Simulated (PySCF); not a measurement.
# TcN: from constants to spectrum

ROHF-CCSD(T) constants of TcN, ³Δ (triplet), unpaired electrons σ ↑, δ ↑ (basis Tc x2c-TZVPPall, N x2c-TZVPPall; spin-free X2C with a Gaussian nucleus; PySCF 2.14; masses 98.9072 and 14.0031 u):

```
ωe                     : 1131.0 cm⁻¹
ωexe                   : 4.6 cm⁻¹
Be                     : 0.53773 cm⁻¹
αe                     : 0.00287 cm⁻¹
D (centrifugal)        : 4.86e-07 cm⁻¹
De to Tc (4d5 5s2) + N : 4.58 eV
```

Problem. Give the vibrational terms G(v) and spacings up to v = 6.

Solution. G(v) = ωe(v+½) − ωexe(v+½)².

| v | G(v) (cm⁻¹) | G(v) − G(v−1) | Bv (cm⁻¹) |
| --- | --- | --- | --- |
| 0 | 564.4 |  | 0.5363 |
| 1 | 1686.2 | 1121.8 | 0.5334 |
| 2 | 2798.8 | 1112.6 | 0.5306 |
| 3 | 3902.2 | 1103.4 | 0.5277 |
| 4 | 4996.4 | 1094.2 | 0.5248 |
| 5 | 6081.4 | 1085.0 | 0.5219 |
| 6 | 7157.1 | 1075.8 | 0.5191 |

Problem. How well does the Morse estimate ωe²/(4ωexe) reproduce De, and what is D0?

Solution. It gives 8.62 eV, 188 % of the computed De. D0 = De − G(0) = 4.58 − 0.07 = 4.51 eV.

Correlated steps freeze 15 core orbitals. These are scalar-relativistic numbers at best; spin–orbit coupling would shift them, the dissociation energy most. With d or f electrons several states lie close, and the lowest PBE0 determinant need not be the measured ground state.
